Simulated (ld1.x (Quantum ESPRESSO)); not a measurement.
## u(r) = r·R(r): atom against pseudo-atom (nitrogen)

Columns: radius, all-electron u(r) and pseudo u(r) of the 2s shell (level -18.42 eV) of nitrogen in the configuration [He] 2s2 2p3; LDA (PZ), scalar-relativistic, TM semilocal scheme, ld1.x (Quantum ESPRESSO) 7.5.

```
r (bohr)  all-electron   pseudo
   0.072        0.3446  -0.0593
   0.145        0.3768  -0.1204
   0.217        0.2599  -0.1828
   0.290        0.0801  -0.2498
   0.362       -0.1109  -0.3221
   0.435       -0.2938  -0.4044
   0.507       -0.4520  -0.4960
   0.580       -0.5854  -0.5959
   0.652       -0.6900  -0.6908
   0.725       -0.7703  -0.7703
   0.798       -0.8272  -0.8272
   0.870       -0.8636  -0.8636
   0.942       -0.8836  -0.8836
   1.015       -0.8898  -0.8898
   1.088       -0.8847  -0.8847
   1.160       -0.8709  -0.8709
   1.232       -0.8504  -0.8504
   1.305       -0.8243  -0.8243
   1.378       -0.7943  -0.7943
   1.450       -0.7621  -0.7621
   1.522       -0.7283  -0.7283
   1.595       -0.6930  -0.6930
   1.668       -0.6573  -0.6573
   1.740       -0.6223  -0.6223
   1.812       -0.5878  -0.5878
   1.885       -0.5536  -0.5536
```

How many radial nodes do the two functions have?

The all-electron 2s function has n − l − 1 = 1; the pseudo-wave has 0, since the states of the same l below it are removed with the core.

At about which radius was the pseudo-wave matched?

0.75 bohr, where the columns begin to agree (steps of 0.07 bohr).

Where does each function peak?

Outermost all-electron maximum near 1.01 bohr, pseudo maximum near 1.01 bohr (to the table’s step).

Is the pseudo-wave norm-conserving?

Yes: the TM semilocal scheme keeps the norm inside the radius equal to the all-electron one, which fixes the energy derivative of the logarithmic derivative at the level.
